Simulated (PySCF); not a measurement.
Species: H$_{3}$Al, SMILES `[AlH3]` (charge 0, multiplicity 1).

Q: What is the computed HOMO–LUMO gap, HOMO and LUMO (PBE0-D4/def2-TZVP run with PySCF)?

A: 
* **HOMO–LUMO gap**: 6.83 eV
* **HOMO**: -8.58 eV
* **LUMO**: -1.75 eV
